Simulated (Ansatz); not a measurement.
`[CH3][Zn][CH](F)S`. The species carries charge 0 and has multiplicity 1.

```xyz
10

C     1.150   -0.493    1.792
Zn    0.157   -0.342    0.139
C    -0.851   -0.116   -1.540
F    -2.143   -0.643   -1.459
S    -0.875    1.604   -2.052
H     2.218   -0.608    1.590
H     1.016    0.397    2.411
H     0.817   -1.361    2.366
H    -0.364   -0.616   -2.384
H    -1.126    2.177   -0.862
```

Task: List the harmonic frequencies (cm⁻¹, unscaled) at PBE0-D4/def2-TZVP in Ansatz. (Best estimate.)

Result: Ansatz gave: 13i, 69, 96, 169, 229, 332, 379, 492, 582, 681, 683, 770, 918, 994, 1157, 1201, 1322, 1445, 1446, 2684, 3049, 3063, 3135, 3137.
